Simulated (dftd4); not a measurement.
selenium hexafluoride (F₆Se), singlet, at a GFN2-xTB geometry; D4 for pbe0 (dftd4).

Input for dftd4:
```
$ dftd4 mol.xyz --func pbe0 --charge 0 --json dftd4.json --noedisp --property

# file mol.xyz
7

F      0.97227429    -1.31989934    -0.49748921
Se    -0.00000000     0.00000000     0.00000000
F      1.22973411     1.08914258    -0.48628133
F     -1.22973411    -1.08914258     0.48628133
F     -0.69092966     0.08112488    -1.56556125
F      0.69092966    -0.08112488     1.56556125
F     -0.97227429     1.31989934     0.49748921
```

What the program printed (banner, timings and long lists left out):

```
                    ____  _____ _____     ____  _  _
      -------------|  _ \|  ___|_   _|---|  _ \| || |------------
     |             | | | | |_    | | ___ | | | | || |_           |
     |             | |_| |  _|   | ||___|| |_| |__   _|          |
     |             |____/|_|     |_|     |____/   |_|            |
     |             ===================================           |
     |            E. Caldeweyher, S. Ehlert & S. Grimme          |
     |          Mulliken Center for Theoretical Chemistry        |
     |                    University of Bonn                     |
      -----------------------------------------------------------

Rational (Becke-Johnson) damping: pbe0-D4-ATM
---------------------
  s6         1.0000
  s8         1.2007
  s9         1.0000
  a1         0.4009
  a2         5.0293
 alp        16.0000
--------------------

Atomic data, radii in Ångström:
------------------------------------------------------
   Z          R(cov)      r4/r2   hardness         EN
------------------------------------------------------
   9 F        0.8533     1.2638     0.6693     3.9800
  34 Se       1.4667     2.5771     0.4027     2.5500
------------------------------------------------------

Atomic reference systems (in atomic units):
----------------------------------------------------------------------------
   Z        #      CN     q+Z       C6(AA)   #      CN     q+Z       C6(AA)
----------------------------------------------------------------------------
   9 F      1  0.0000  9.0000       9.7374   2  0.7408  8.7523      11.7796
  34 Se     1  0.0000 34.0000     214.7618   2  0.9220 33.8767     229.3479
            3  1.8449 33.8246     233.4979
----------------------------------------------------------------------------

Atomic properties (in atomic units):
----------------------------------------------------------------------------
     #    Z              CN          q      C6(AA)        C8(AA)   alpha(0)
----------------------------------------------------------------------------
     1    9 F        0.7830    -0.1674     10.9544      187.4431     3.8126
     2   34 Se       4.6981     1.0045    197.9561    14085.0130    24.5822
     3    9 F        0.7830    -0.1674     10.9544      187.4431     3.8126
     4    9 F        0.7830    -0.1674     10.9544      187.4431     3.8126
     5    9 F        0.7830    -0.1674     10.9544      187.4431     3.8126
     6    9 F        0.7830    -0.1674     10.9544      187.4431     3.8126
     7    9 F        0.7830    -0.1674     10.9544      187.4431     3.8126
----------------------------------------------------------------------------

Molecular properties (in atomic units):
----------------------------------------
 molecular C6                1109.9801
 molecular C8               38895.7577
----------------------------------------

Dispersion energy:      -5.0495734117517E-03 Eh

[Info] JSON dump of results written to 'dftd4.json'
```
